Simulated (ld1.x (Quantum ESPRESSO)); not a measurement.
# What one change does to a pseudopotential (iridium (Ir), PAW)

Ir (Z = 77), PAW, made with ld1.x (Quantum ESPRESSO) 7.5 (BP86, scalar-relativistic). Core [Kr] 4d10 4f14, reference 5s2 5p6 5d6 6s0 6p0 (charge +3). Waves: 5s (bound): rcut 1.35, rcutus 1.50 bohr; 6s (bound, empty): rcut 1.35, rcutus 1.50 bohr; 5p (bound): rcut 1.45, rcutus 1.90 bohr; 6p (bound, empty): rcut 1.45, rcutus 1.90 bohr; 5d (bound): rcut 2.00, rcutus 2.30 bohr; 5d channel at -0.2 Ry: rcut 2.00, rcutus 2.30 bohr. Local part: all-electron potential smoothed inside 1.75 bohr (lloc = -2). Core correction: a·sin(br)/r model core, default radius (ld1.x builds one for every PAW set, though the input has nlcc=.false.). Augmentation charge: BESSEL, radius 1.20 bohr.

Change: wave 5d channel at -0.2 Ry: rcut 2.00, rcutus 2.30 bohr becomes 5d channel at 0.21 Ry: rcut 2.00, rcutus 2.30 bohr.

Cutoffs: the cutoffs (Ry, on a coarse ladder) from which the occupation-weighted sum of valence levels, in a spherical-Bessel basis at the reference potential, stays within 10 and 1 mRy of its value at 400 Ry; they do not see the model core or the augmentation charge, which bear on the density cutoff. Errors are all-electron minus pseudo energies relative to the spin-unpolarised reference configuration.

**Question.** How do hardness, ghosts and transferability respond?

**Answer.** The potential gets neither clearly harder nor softer (30 Ry and 50 Ry → 30 Ry and 50 Ry); of the 7 tests that both files solve, the error grows in 1 and shrinks in 6 by more than 15 % and 0.3 meV (median size 20.5 → 5.3 meV); the range in which the d phases agree widens (upper end 0.8 → at the end of the scan); neither file shows a bound ghost.

```tsv
quantity	base	changed
cutoff, loose	30 Ry	30 Ry
cutoff, tight	50 Ry	50 Ry
bound ghosts	none	none
error for 5s2 5p6 5d7 6s2 6p0, meV [ΔE -58.37 eV]	+28	+3.4
error for 5s2 5p6 5d7 6s1 6p0, meV [ΔE -48.30 eV]	+22	+5.3
error for 5s2 5p6 5d7 6s0 6p0, meV [ΔE -30.66 eV]	+12	+5.3
error for 5s2 5p6 5d6 6s2 6p0, meV [ΔE -46.05 eV]	+17	+11
error for 5s2 5p6 5d7.5 6s1.5 6p0, meV [ΔE -58.63 eV]	+33	-0.7
error for 5s2 5p6 5d5 6s0 6p0, meV [ΔE 43.69 eV]	-4.2	-11
error for 5s2 5p6 5d6 6s2 6p1, meV [ΔE -51.20 eV]	+21	+14
s: phases at 2.49 bohr within 0.05 rad from the reference energy up to (Ry; the scan ends near 5)	n/a	n/a
p: phases at 2.49 bohr within 0.05 rad from the reference energy up to (Ry; the scan ends near 5)	4.6	4.6
d: phases at 2.49 bohr within 0.05 rad from the reference energy up to (Ry; the scan ends near 5)	0.8	to the end of the scan
lowest overlap eigenvalue by channel	s 0.10, p 0.09, d 0.16	s 0.10, p 0.09, d 0.84
```
